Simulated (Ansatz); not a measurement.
A nudged elastic band was laid between two geometries of BClFH₃O (7 atoms, charge 0, multiplicity 1).

These are results of RKS BLYP/def2-SVP in Ansatz 0.2.0, not measurements.

- movable images: 7
- climbing image: yes
- spring: 5.0 eV/Å²
- optimiser: quadratic models (default)
- start path: through a guess of the saddle point
- force threshold: 0.03 eV/Å
- iteration limit: 60
- end points: relaxed

Image 0:

```xyz
7
Properties=species:S:1:pos:R:3
B 0.037 0.020 0.090
H 0.004 0.589 1.165
F 1.165 0.095 -0.650
Cl -1.543 0.100 -0.897
O -0.004 -1.683 0.589
H -0.727 -2.042 0.021
H -0.357 -1.702 1.504
```

Image 8:

```xyz
7
Properties=species:S:1:pos:R:3
B -0.082 -0.294 -1.057
H 0.071 -1.029 3.458
F 1.047 0.364 -1.304
Cl -1.429 -0.166 -2.229
O -0.168 -1.036 0.076
H -1.026 -1.487 0.181
H 0.162 -0.975 2.698
```

Q: Which bonds break or form, and what moves?

A: Bonds broken: B1–H2, O5–H7. Bonds formed: H2–H7. BClFH3O becomes BClFHO + H2.

Q: What energy profile does the band end with?

A: The forces met the threshold. The highest image is number 2 of 0 to 8, 23.1 kcal/mol above the first end and 45.2 kcal/mol above the last; the last end lies 22.1 kcal/mol below the first. Neighbouring images differ by up to 1.5 eV, so the band resolves the path poorly. A vibrational analysis at the climbing image gives one clearly imaginary mode, 1320i cm⁻¹: a first-order saddle point. The orbitals stay closed-shell, which can raise the energy where a bond breaks towards radicals; this wasn't checked here.

```csv
image,path coordinate (Å),energy (kcal/mol),B1–H2 (Å),O5–H7 (Å),H2–H7 (Å)
0,0.00,0.0,1.22,0.98,2.34
1,0.57,5.0,1.24,0.99,1.70
2,1.14,23.1,1.39,1.27,1.06
3,1.90,-11.4,2.09,2.00,0.77
4,2.67,-20.5,2.79,2.59,0.76
5,3.43,-21.6,3.47,2.72,0.77
6,4.20,-21.9,3.96,2.67,0.77
7,4.96,-22.0,4.33,2.65,0.77
8,5.73,-22.1,4.58,2.64,0.77
```

Q: What is the geometry of the highest image?

A: 
```xyz
7
Properties=species:S:1:pos:R:3
B -0.005 -0.267 -0.002
H -0.132 0.154 1.318
F 1.180 0.153 -0.484
Cl -1.519 0.206 -0.899
O 0.024 -1.774 0.406
H -0.832 -2.188 0.163
H -0.140 -0.906 1.320
```

The band took 24 iterations and of the order of 5 core-minutes.

The run took 5.1 min on 1 thread of Arm Neoverse V1, with other jobs on the host, peak memory 0.15 GiB.
